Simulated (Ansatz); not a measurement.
Harmonic frequencies (cm⁻¹) at PBE0-D4/def2-TZVP from Ansatz: 148, 177, 192, 491, 682, 699, 713, 849, 943, 953, 954, 1033, 1193, 1328, 1405, 1773, 2182, 2235, 2238, 3077, 3761.

Each molecule was computed in one conformer, which needn't be the lowest.

Problem. Which molecule is it?
A. `O/C=N/[SiH3]`
B. `C1N[SiH2]O1`
C. `O[SiH]1CN1`
D. `CO[Si]N`

Solution. A.
